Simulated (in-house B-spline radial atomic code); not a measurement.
Checks on a self-consistent run for Nd IV (Nd3+), [Kr] 4d9 4f3 5s2 5p6 6g1. Method: Dirac-Hartree-Fock, average of configuration, Fermi nucleus of rms radius 4.9123 fm. Calculated with an all-electron radial atomic-structure program (B-spline basis).

| orbital | q | ε (Eh) | <1/r> | <r²> | small-component weight |
| --- | --- | --- | --- | --- | --- |
| 1s1/2 | 2 | -1612.44986 | 66.044 | 0.000759717 | 0.049537 |
| 2s1/2 | 2 | -266.62115 | 15.6535 | 0.0119523 | 0.010849 |
| 2p1/2 | 2 | -251.69144 | 15.593 | 0.00877061 | 0.010845 |
| 2p3/2 | 4 | -232.52153 | 14.0252 | 0.0100151 | 0.010154 |
| 3s1/2 | 2 | -61.18405 | 5.69133 | 0.0802461 | 0.0033877 |
| 3p1/2 | 2 | -54.79005 | 5.59363 | 0.0755139 | 0.0033163 |
| 3p3/2 | 4 | -50.87486 | 5.20429 | 0.0826844 | 0.0031305 |
| 3d3/2 | 4 | -39.88094 | 5.05468 | 0.0673671 | 0.002986 |
| 3d5/2 | 6 | -39.04639 | 4.9561 | 0.0694054 | 0.0029308 |
| 4s1/2 | 2 | -14.42848 | 2.35399 | 0.410273 | 0.0010408 |
| 4p1/2 | 2 | -11.90749 | 2.24898 | 0.435978 | 0.00097187 |
| 4p3/2 | 4 | -11.03900 | 2.1276 | 0.472545 | 0.00091592 |
| 4d3/2 | 3.6 | -6.88637 | 1.91444 | 0.551803 | 0.00076875 |
| 4d5/2 | 5.4 | -6.72961 | 1.88299 | 0.566555 | 0.00075217 |
| 4f5/2 | 1.2857 | -2.16314 | 1.44432 | 0.92518 | 0.0004654 |
| 4f7/2 | 1.7143 | -2.14584 | 1.43436 | 0.937627 | 0.00046035 |
| 5s1/2 | 2 | -3.36083 | 0.935585 | 2.22369 | 0.00023547 |
| 5p1/2 | 2 | -2.53367 | 0.850574 | 2.65704 | 0.00020068 |
| 5p3/2 | 4 | -2.38642 | 0.809731 | 2.88009 | 0.00018631 |
| 6g7/2 | 0.44444 | -0.22297 | 0.1125 | 134.545 | 6.0698e-06 |
| 6g9/2 | 0.55556 | -0.22299 | 0.112525 | 134.513 | 6.0727e-06 |

Electron-electron repulsion V_ee = 3411.4526 hartree.

Task: What total energy follows from the eigenvalues?

Result: The eigenvalues count the repulsion twice, so E = Σqε - V_ee = -6206.837 - 3411.453 = -9618.290 hartree; the run printed -9618.290.

Task: Does the Dirac virial theorem hold?

Result: For a point nucleus E = -2c²Σq·w, with w the small-component weight. Here Σq·w = 0.25607 and c = 137.0360, so the ratio E/(-2c²Σq·w) is 1.000098; the finite nucleus accounts for the departure from 1.

Task: What diamagnetic shielding (Lamb formula) and susceptibility (Langevin formula) do the radii give?

Result: σ = (α²/3)Σq<1/r> = 390.04/(3·137.036²) = 6923.4 ppm, and χ = -0.79199×10⁻⁶·Σq<r²> = -133.6×10⁻⁶ cm³/mol with Σq<r²> = 168.65 bohr². Both are non-relativistic formulas without the paramagnetism of open shells; for so heavy an element the full relativistic shielding is larger by tens of per cent.
